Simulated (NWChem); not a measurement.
What each level costs for FNa

```
Na
F 1 1.8883
```
Charge 0, spin multiplicity 1.

All runs are NWChem calculations. All single points use one geometry, from PBE0/def2-SVP, a minimum by its harmonic frequencies.

Basis set: cc-pVTZ (64 functions). Each entry is one whole single-point run; the coupled-cluster runs use the TCE module, and the SCF and DFT modules converge to different thresholds.

The correlated methods keep 2 core orbitals frozen. B3LYP has NWChem's definition, with VWN1-RPA local correlation. The structure started from a generated list of species.

Q: Roughly how much processor time does each of these take, relative to RHF: MP2, B2PLYP, PBE, B3LYP, BLYP, CR-CCSD(T)?

A: PBE about the same, within a factor of 3; B3LYP about the same, within a factor of 3; BLYP about the same, within a factor of 3; MP2 about the same, within a factor of 3; B2PLYP about 3; CR-CCSD(T) about 7 (rough ratios from shared machines).
